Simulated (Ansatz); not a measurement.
System: PbBr, net charge 1, singlet state. 
Structure (B3LYP-D3(BJ)/def2-TZVP (Ansatz, a quantum-chemistry and plane-wave program) minimum search):
SMILES: [Br][Pb+]
```xyz
2

Pb     0.0000     0.0000    -0.7513
Br     0.0000     0.0000     1.7602
```
Charge +1, spin multiplicity 1.

Basis-set convergence of Hartree-Fock and MP2 correlation energies (hartree) with Ansatz. Correlated levels leave the core frozen unless marked. Spin-orbit coupling is left out. The frozen core is the preceding noble-gas configuration, with the filled d and f shells of earlier blocks. In def2 rows, elements after Kr have scalar-relativistic effective core potentials.

| basis | functions | E(HF) | E(corr, MP2) |
|---|---|---|---|
| def2-SVP | 58 | -2763.75170 | -0.15937 |
| def2-TZVPP | 98 | -2764.07415 | -0.20797 |
| def2-QZVPP | 171 | -2764.12470 | -0.22933 |

Extrapolating the two largest sets (X = 3 and 4) as X^-3: E(corr) = (64·(-0.22933) - 27·(-0.20797))/37 = -0.2449 Eh, an estimate of the basis-set limit. The largest set recovers 93.6 % of it, the smallest 65.1 %.
